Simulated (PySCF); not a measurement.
Atom-mapped SMILES (the numbers label the heavy atoms): `[CH3:1][C:2]#[C:3][Si@@H:4]1[CH:5]=[CH:6][C:7]1=[O:8]`. Each H is labelled by its parent atom.

All values are calculated (PySCF): σ from GIAO-PBE0/pcSseg-1, GFN2-xTB structure. Relativity neglected, a single conformation, in vacuum, fast rotation and ring inversion assumed for equivalent nuclei.

References, each an isolated molecule treated in the same way: TMS for $^{13}$C (σref 186.93), $^{1}$H (σref 31.72), $^{29}$Si (σref 349.16); $^{17}$O (σref 336.08) vs H2O.

| atoms | nucleus | count | δ (ppm) |
| --- | --- | --- | --- |
| C2 | $^{13}$C | 1 | 120.8 |
| C5 | $^{13}$C | 1 | 191.5 |
| H(C1) | $^{1}$H | 3 | 2.16 |
| H(C5) | $^{1}$H | 1 | 9.42 |
| Si4 | $^{29}$Si | 1 | -21.6 |
| C7 | $^{13}$C | 1 | ? |
| O8 | $^{17}$O | 1 | ? |
| H(C6) | $^{1}$H | 1 | 7.70 |
| C3 | $^{13}$C | 1 | ? |
| H(Si4) | $^{1}$H | 1 | ? |
| C6 | $^{13}$C | 1 | 176.5 |
| C1 | $^{13}$C | 1 | 6.2 |

**Question.** Complete the table.

**Answer.** 
- C7: 222.0 ppm, carbonyl carbon
- C3: 80.6 ppm, alkyne carbon; the triple bond shields along its axis, which puts it between sp3 and sp2 carbons
- H(Si4): 5.61 ppm, hydrogen on a silicon bonded to 3 C, in a 4-membered ring
- O8: 757.5 ppm, carbonyl oxygen

Shifts are as computed. Against solution values, carbons near 30 ppm lie about +3 ppm off and those near 130 ppm about +5 ppm. Of 1309 compounds with measured shifts, 239 miss one by over three times the rms of a fit or turn the order of signals round; such compounds aren't used in these exercises. Unscaled 17O shifts of doubly bonded oxygen tend to come out too high, by tens of ppm or more. Experimental scales use liquid or dissolved standards, which lie at an offset from isolated H2O (liquid H2O: subtract about 36 ppm).
